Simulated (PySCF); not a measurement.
Metal–ligand bonds in Zn(CH3)1–Y. Gas-phase values, no solvent. One relaxed conformer stands for each flexible species; it need not be the lowest. Multiplicities are imposed; where one is given, others were not computed. Strings in code marks are SMILES.

Calculation: PySCF 2.14.0 with B3LYP-D3(BJ)/def2-TZVP // PBE-D3(BJ)/def2-SVP. All candidates: neutral, multiplicity 1. B3LYP has the VWN-RPA correlation part, as in Gaussian. 

```json
{
  "HOMO": "-7.87 eV",
  "dipole_moment": "2.39 D",
  "HOMO–LUMO gap": "6.94 eV"
}
```

Question: Identify which member has these values.
A) [Zn(CH3)(F)]
B) [Zn(CH3)(Br)]
C) [Zn(CH3)(Cl)]

Answer: B, [Zn(CH3)(Br)]. The others give [Zn(CH3)(Cl)]: -8.36 eV, 2.53 D, 7.50 eV; [Zn(CH3)(F)]: -8.61 eV, 2.83 D, 7.71 eV
